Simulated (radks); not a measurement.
Task: The mean radii <r> (bohr) of the occupied orbitals of an atom or ion are listed with their occupations. All-electron calculation, scalar-relativistic Kohn-Sham, r2SCAN, spin-polarised, spherical densities, finite nucleus; meta-GGA in the generalised Kohn-Sham scheme; Fermi nuclear charge, rms radius of each element as measured or else 0.836 A^(1/3) + 0.57 fm. Program: a radial shooting solver on a logarithmic mesh with Libxc functionals.

orbital  occ.      <r>
1s up       1  0.01835
1s down     1  0.01835
2s up       1  0.07755
2s down     1  0.07755
2p up       3  0.06944
2p down     3  0.06944
3s up       1   0.2008
3s down     1   0.2007
3p up       3   0.2011
3p down     3   0.2010
3d up       5   0.1824
3d down     5   0.1822
4s up       1   0.4454
4s down     1   0.4457
4p up       3   0.4709
4p down     3   0.4710
4d up       5   0.4963
4d down     5   0.4963
5s up       1   0.9186
4f up       7   0.5259
4f down     4   0.5264

Name the element and its charge. Open shells, if any, are filled with parallel spins first.

Result: Z = 74, tungsten, charge +16: W16+ in [Kr] 4d10 4f11 5s1. The 1s radius gives Z: for a bare nucleus <r> = (2 gamma + 1)/(2Z) with gamma = sqrt(1 - (Z/c)^2), 0.01813 bohr for Z = 74, and screening makes it slightly larger (0.01835 here). The occupations add up to 58, and the charge is Z minus that.
